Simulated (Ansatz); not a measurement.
Start from `FCCI` and change one atom or group to get `FCCC[SiH3]`.

Ansatz, PBE0-D4/def2-TZVP geometries, multiplicity 1. Each molecule was computed in one conformer, which needn't be the lowest.

Elements past krypton have def2 core potentials.

```json
{"property": "size of the dipole moment (ωB97M-V/def2-TZVPP) / D", "`FCCI`": "0.30"}
{"property": "size of the dipole moment (PBE/def2-TZVPP) / D", "`FCCI`": "0.20"}
{"property": "HOMO–LUMO gap (B3LYP/def2-TZVPP) / eV", "`FCCI`": "6.06"}
{"property": "HOMO–LUMO gap (PBE/def2-TZVPP) / eV", "`FCCI`": "4.46"}
{"property": "HOMO energy (PBE/def2-TZVPP) / eV", "`FCCI`": "-6.42"}
{"property": "size of the dipole moment (B3LYP/def2-TZVPP) / D", "`FCCI`": "0.29"}
```

Q: What does the change do to each property? (An estimate is asked.)

A: The calculation gave: 
```
                                          property  `FCCC[SiH3]`  shift
size of the dipole moment (ωB97M-V/def2-TZVPP) / D          1.54   1.24
    size of the dipole moment (PBE/def2-TZVPP) / D          1.44   1.24
             HOMO–LUMO gap (B3LYP/def2-TZVPP) / eV          8.83   2.77
               HOMO–LUMO gap (PBE/def2-TZVPP) / eV          7.13   2.67
                 HOMO energy (PBE/def2-TZVPP) / eV         -7.29  -0.87
  size of the dipole moment (B3LYP/def2-TZVPP) / D          1.54   1.25
```

With PBE0 the HOMO falls by 1.04 eV and the LUMO rises by 1.68 eV, so the gap widens by about 2.72 eV. PBE moves the HOMO by -0.87 eV and ωB97M-V by -1.12 eV. Dipoles are sizes alone; their direction can turn.

B3LYP here is the variant with VWN-RPA as its local correlation; programs differ in this.

Spin–orbit coupling is left out; it splits and shifts lone-pair levels of the heavy atoms by tenths of an eV.
